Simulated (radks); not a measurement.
Effect of the nuclear size on the vanadium ion V+, [Ar] 3d4. Method: Dirac Kohn-Sham, BLYP, spin-unpolarised, spherical densities, finite nucleus; open shells fill j = l - 1/2 first; Fermi nuclear charge, rms radius 3.6002 fm; computed with a radial shooting solver on a logarithmic mesh with Libxc functionals. The rms radius is varied about that value; shifts are against it.

rms radius (fm)  total energy shift (eV)  density at nucleus (e/bohr^3)  1s1/2 shift (meV)  2s1/2 shift (meV)  3s1/2 shift (meV)
2.9522                           -0.0196                           9951              -8.29             -0.714             -0.101
3.3554                          -0.00783                           9908              -3.32             -0.286             -0.040
3.6002                                 0                           9884              0.000              0.000              0.000
3.827                            0.00773                           9864               3.28              0.282              0.040
3.9962                            0.0138                           9850               5.85              0.503              0.071

Slopes of the eigenvalues against <r^2> in GHz/fm^2, as finite differences over the two radii next to the reference (eigenvalue slopes, not the field-shift constants of lines): 1s1/2 471, 2s1/2 40.5, 3s1/2 5.71.
